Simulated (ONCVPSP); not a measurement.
## Which change was made? (Pm, ONCV)

* Element: promethium
* Generator: ONCVPSP 4.0.1
* Type: optimised norm-conserving Vanderbilt (ONCV)
* Functional: PBE
* Relativity: fully relativistic
* Frozen core: [Kr] 4d10
* Valence charge: 15
* Reference configuration: 4f5 5s2 5p6 6s1 6p1
* Partial waves: 5s+6s: rc 2.70 bohr, ncon 3, nbas 7, qcut 3.6 1/bohr, 2 projectors; 5p+6p: rc 2.25 bohr, ncon 4, nbas 7, qcut 5.5 1/bohr, 2 projectors; d scattering state at 0.03 Ha: rc 2.80 bohr, ncon 4, nbas 9, qcut 3.6 1/bohr, 2 projectors, debl 0.5 Ha; 4f: rc 1.50 bohr, ncon 4, nbas 9, qcut 11.3 1/bohr, 2 projectors, debl 3.9 Ha
* Local potential: polynomial inside 1.00 bohr (lpopt 5, dvloc0 3 Ha)
* Core correction: Teter function, fcfact 3.75, rcfact 1

Open shells are filled in proportion to 2j + 1.

In the d channel the program set the typed energies aside and used 0.050, 0.550 Ha (j = l + 1/2; the other j can differ).

Cutoffs, loose and tight: the cutoffs (Ha) at which the residual kinetic energy of the hardest occupied pseudo-wave falls to 1 and 0.1 mHa per electron. They do not see the model core or the augmentation charge, which bear on the density cutoff. Test errors are all-electron minus pseudo excitation energies from the reference, over the configurations 4f5 5s2 5p6 6s2 6p0; 4f5 5s2 5p6 6s1 6p0; 4f5 5s2 5p6 6s0 6p0; 4f5 5s2 5p6 6s0 6p1; variants that change the core or the reference have their own tests.

The base gives: outcome: generated, projector energies reset by the program; cutoff, loose: 55 Ha; cutoff, tight: 61 Ha; bound ghosts: s, d5/2; GHOST(+) flags above zero: p3/2, p1/2, d3/2; largest test error (meV): tests left out (the all-electron energies of this program are off by 10 to 40 meV for near-neutral 4f atoms).

(1) After one change the result is: outcome: generated, projector energies reset by the program; cutoff, loose: 49 Ha; cutoff, tight: 55 Ha; bound ghosts: s; GHOST(+) flags above zero: p3/2, d5/2, p1/2, d3/2; largest test error (meV): tests left out (the all-electron energies of this program are off by 10 to 40 meV for near-neutral 4f atoms). Which change was it?
A. all radii but the core radius scaled by about 0.86 (s 2.32, p 1.94, d 2.42, f 1.30 bohr); local potential polynomial inside 0.86 bohr (lpopt 5, dvloc0 3 Ha)
B. all radii but the core radius scaled by about 1.17 (s 3.16, p 2.64, d 3.28, f 1.76 bohr); local potential polynomial inside 1.18 bohr (lpopt 5, dvloc0 3 Ha)
C. all radii but the core radius scaled by about 0.78 (s 2.12, p 1.76, d 2.20, f 1.18 bohr); local potential polynomial inside 0.78 bohr (lpopt 5, dvloc0 3 Ha)
D. all radii but the core radius scaled by about 1.31 (s 3.54, p 2.96, d 3.68, f 1.98 bohr); local potential polynomial inside 1.32 bohr (lpopt 5, dvloc0 3 Ha)

Results:

(1) B. The others give: all radii but the core radius scaled by about 1.31 (s 3.54, p 2.96, d 3.68, f 1.98 bohr); local potential polynomial inside 1.32 bohr (lpopt 5, dvloc0 3 Ha) → outcome: failed: ERROR pspot: first pseudo wave function has node, program will stop | all radii but the core radius scaled by about 0.78 (s 2.12, p 1.76, d 2.20, f 1.18 bohr); local potential polynomial inside 0.78 bohr (lpopt 5, dvloc0 3 Ha) → outcome: generated, projector energies reset by the program; cutoff, loose: 165 Ha; cutoff, tight: 259 Ha; bound ghosts: s, p3/2, p1/2; GHOST(+) flags above zero: d5/2, d3/2; largest test error (meV): tests left out (the all-electron energies of this program are off by 10 to 40 meV for near-neutral 4f atoms) | all radii but the core radius scaled by about 0.86 (s 2.32, p 1.94, d 2.42, f 1.30 bohr); local potential polynomial inside 0.86 bohr (lpopt 5, dvloc0 3 Ha) → outcome: generated, projector energies reset by the program; cutoff, loose: 63 Ha; cutoff, tight: 193 Ha; bound ghosts: s, p3/2, p1/2; GHOST(+) flags above zero: d3/2; largest test error (meV): tests left out (the all-electron energies of this program are off by 10 to 40 meV for near-neutral 4f atoms).
